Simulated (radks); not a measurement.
Values are calculated unless marked as measured or tabulated.
Problem. Excited configurations of Co+: one electron is placed in a higher orbital outside [Ar] 3d7. The ground configuration is [Ar] 3d8. Code: a radial shooting solver on a logarithmic mesh with Libxc functionals. Model: Dirac Kohn-Sham, PBE, spin-unpolarised, spherical densities, finite nucleus; open shells fill j = l - 1/2 first; Fermi nuclear charge, rms radius 3.7875 fm. Excitation = E - E(ground); binding = E(ion) - E, where the ion is the core of charge +2; n* = 2/sqrt(2 binding) in atomic units, and the quantum defect is n - n*.

outer orbital  excitation (eV)  binding (eV)     n*  quantum defect  eigenvalue (eV)  <r> (bohr)
4s1/2                    2.467        16.781  1.801           2.199          -12.758       2.623
4p1/2                    7.769        11.480  2.177           1.823           -8.291       3.274
4d3/2                   13.361         5.888  3.040           0.960           -4.199       5.559
4f5/2                   15.778         3.470  3.960           0.040           -2.483       8.824
5s1/2                   12.301         6.948  2.799           2.201           -5.467       6.064
5f5/2                   16.920         2.328  4.835           0.165           -1.781       15.09
6s1/2                   15.367         3.881  3.745           2.255           -3.099       10.87
6f5/2                   17.590         1.659  5.728           0.272           -1.307       22.71
7s1/2                   16.757         2.492  4.673           2.327           -2.014       17.05
7d3/2                   17.607         1.642  5.757           1.243           -1.324       24.64
7f5/2                   18.011         1.238  6.630           0.370           -0.996       31.71

Estimate the row for 7p1/2.

Solution. excitation (eV) 17.089; binding (eV) 2.160; n* 5.020; quantum defect 1.980; eigenvalue (eV) -1.746; <r> (bohr) 19.25. The Delta-SCF ionisation energy is 19.249 eV (NIST Atomic Spectra Database: 17.084 eV, measured). Self-interaction in the functional shifts the binding energies and quantum defects, so they are the method's values and not measured ones. Spin polarisation and multiplet splitting are left out, so open shells lie too high by an amount that depends on their filling.

Beside tabulated values, note that spin-unpolarised runs miss the spin-polarisation part of the exchange energy of open shells.
